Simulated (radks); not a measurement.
Values are calculated unless marked as measured or tabulated.
The phosphorus ion P10+, configuration [He] 2s2 2p1. Level of theory: Dirac Kohn-Sham, PBE, spin-unpolarised, spherical densities, point nucleus; open shells are shared between the two j in proportion to 2j + 1; speed of light set to 274.072 atomic units (2 times the physical value, a model run) (a radial shooting solver on a logarithmic mesh with Libxc functionals). Some entries of the table are withheld. Estimate them.

| orbital | occ. | eigenvalue (hartree) | <r> (bohr) |
|---|---|---|---|
| 1s1/2 | 2 | -91.53323 | (1) |
| 2s1/2 | 2 | -17.75536 | (2) |
| 2p1/2 | 0.333333 | (3) | 0.3980 |
| 2p3/2 | 0.666667 | (4) | 0.3984 |

Answer. 
(1) 1s1/2 <r> (bohr): 0.1033
(2) 2s1/2 <r> (bohr): 0.4549
(3) 2p1/2 eigenvalue (hartree): -16.49929
(4) 2p3/2 eigenvalue (hartree): -16.48667
